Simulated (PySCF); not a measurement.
C3H10OSi2, SMILES C[C@@H]1O[C@H]([SiH3])[SiH2]1.

Geometry: PBE-D3(BJ)/def2-SVP. The structure was generated by enumeration; whether it is a known compound was not checked.

Level of theory: PySCF with SMD-M06-2X/6-31G*.

Solvation free energies are E(SMD) − E(gas) at the gas-phase geometry, for 1 M in both phases. In vacuum the dipole moment is 1.79 D.

Computed solvation free energies in water, tetrahydrofuran, n-hexane:
```json
[
 {"solvent": "water", "ΔG(solv) (kcal/mol)": "-0.4", "its non-electrostatic (CDS) part": "4.3", "dipole (D)": "2.60"},
 {"solvent": "tetrahydrofuran", "ΔG(solv) (kcal/mol)": "-2.9", "its non-electrostatic (CDS) part": "-0.8", "dipole (D)": "2.23"},
 {"solvent": "n-hexane", "ΔG(solv) (kcal/mol)": "-2.5", "its non-electrostatic (CDS) part": "-1.6", "dipole (D)": "1.97"}
]
```
